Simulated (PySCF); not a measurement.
Working out the ionisation energy of Sn+

Sn+ [Kr] 4d10 5s2 5p1 (2P) → Sn(2+) [Kr] 4d10 5s2 (1S). Calculation: PySCF 2.14, in x2c-TZVPall; scalar relativity by spin-free X2C-1e. Frozen: [Kr] 4d10. Energies in hartree (1 hartree = 27.21139 eV):

| part | Sn+ (lower) | Sn(2+) (upper) |
| --- | --- | --- |
| UHF | -6173.496468 | -6172.992372 |
| MP2 opposite-spin | -0.029285 | -0.024491 |
| MP2 same-spin | -0.002158 | 0.000000 |

What does Hartree-Fock give?

(-6172.992372) − (-6173.496468) = 0.504096 hartree = 13.717 eV.

What do MP2 and SCS-MP2 (6/5 opposite-spin, 1/3 same-spin) give?

The opposite-spin parts differ by 0.130 eV and the same-spin parts by 0.059 eV. MP2: 13.717 + (0.130) + (0.059) = 13.906 eV. SCS-MP2: 13.717 + 1.2 × (0.130) + (0.059)/3 = 13.893 eV.

Measured between the centres of the two terms (NIST): 14.282 eV, so MP2 (valence) is off by -0.376 eV.

What remains against the reference includes basis incompleteness, the frozen core and correlation beyond second order.
